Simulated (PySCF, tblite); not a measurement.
Structures optimised with GFN2-xTB, isolated species. One conformer each, none proved a minimum here. Atom numbers follow the mapped SMILES.

Question: Order the C–S distances, shortest first.
A. S3–C4 in `[CH2:1]=[CH:2][S:3]([CH3:4])(=[O:5])=[O:6]` with C1–C2–S3–C4 -111°
B. S2–C9 in `[O:1]=[S:2](=[O:3])([C:4]1=[CH:5][CH2:6][O:7][CH2:8]1)[C:9]([F:10])([F:11])[F:12]` with O1–S2–C4–C5 -156°
C. C4–S5 in `[F:1][C@@H:2]1[CH2:3][C:4](=[S:5])[C@@H:6]([Cl:7])[CH2:8]1` with F1–C2–C3–C4 -141°, C2–C3–C4–S5 179°, C3–C4–C6–Cl7 -95°, C4–C6–C8–C2 -33°
D. C6–S7 in `[CH2:1]=[CH:2][SiH2:3][c:4]1[cH:5][c:6]([S:7][SiH3:8])[n:9][nH:10]1` with C1–C2–Si3–C4 5°, C2–Si3–C4–C5 -75°, C5–C6–S7–Si8 -179°

Answer: C (1.615 Å), D (1.731 Å), A (1.818 Å), B (1.897 Å).

- 1.615 Å: drawn double, thiocarbonyl carbon to thiocarbonyl sulfur
- 1.731 Å: drawn single, ends: substituted aromatic carbon; sulfur bonded to C and Si
- 1.818 Å: drawn single, sulfonyl sulfur to S-methyl carbon
- 1.897 Å: drawn single, sulfonyl sulfur to CF3 carbon

Question: Order these C–C–C angles, narrowest first.
A. C3–C4–C5 in `[SiH3:1][SiH2:2][c:3]1[cH:4][cH:5][cH:6][o:7]1` with Si1–Si2–C3–C4 -115°
B. C3–C9–C10 in `[CH3:1][O:2][C:3]1=[CH:4][P@H+:5]([CH2:6][PH2:7])[CH:8]=[C:9]1[CH3:10]` (charge +1) with C1–O2–C3–C4 -1°, C4–P5–C6–P7 -175°, P5–C6–P7–H -175° and 91°
C. C3–C2–C8 in `[F:1][C@@H:2]1[CH2:3][C:4](=[S:5])[C@@H:6]([Cl:7])[CH2:8]1` with F1–C2–C3–C4 -141°, C2–C3–C4–S5 179°, C3–C4–C6–Cl7 -95°, C4–C6–C8–C2 -33°
D. C5–C4–C8 in `[O:1]=[S:2](=[O:3])([C:4]1=[CH:5][CH2:6][O:7][CH2:8]1)[C:9]([F:10])([F:11])[F:12]` with O1–S2–C4–C5 -156°

Answer: C (104.9°), A (106.9°), D (110.7°), B (119.5°).

These are computed values.
